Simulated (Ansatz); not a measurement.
Reaction (formal exchange of groups at the Si–C bond): `C/C([SiH3])=C\O` + `CB(F)BCl` → `CB([SiH3])BCl` + `C/C(F)=C\O`

Calculated with Ansatz (gas phase, PBE0-D4/def2-TZVP geometries, no zero-point term in ΔE). CCSD(T)/CBS adds triple-zeta CCSD(T) − MP2 to the extrapolated MP2 energy (def2 sets, frozen cores). Double bonds are as drawn, so ΔE can hold a change between cis and trans. DFT in def2-TZVPP. B3LYP here is the variant with VWN-RPA as its local correlation; programs differ in this. Each species was taken in one conformer, which may not be the lowest.

```
             level  ΔE (kJ/mol)  difference from CCSD(T)/CBS
         r2SCAN-D4        222.6                        -14.9
           PBE0-D4        219.2                        -18.3
          B3LYP-D4        227.2                        -10.3
           ωB97X-V        227.1                        -10.4
           ωB97M-V        233.3                         -4.2
            r2SCAN        222.6                        -14.9
              PBE0        219.1                        -18.4
     HF/def2-TZVPP        245.0                          7.5
    MP2/def2-TZVPP        251.6                         14.1
SCS-MP2/def2-TZVPP        247.6                         10.1
   CCSD/def2-TZVPP        237.5                          0.0
CCSD(T)/def2-TZVPP        236.5                         -1.0
     HF/def2-QZVPP        246.0                          8.5
    MP2/def2-QZVPP        252.5                         15.0
SCS-MP2/def2-QZVPP        248.8                         11.3
    CCSD/CBS(def2)        238.4                          0.9
       CCSD(T)/CBS        237.5                            0
```

Largest T1 diagnostic among the species: 0.013.

From PBE to PBE0 (25 % exact exchange), in def2-TZVPP and without D4, ΔE moves by +8.8 kJ/mol.

CCSD(T)/CBS has its own doubt, a few kJ/mol and more with outer-core shells, so smaller differences from it don't rank the levels.
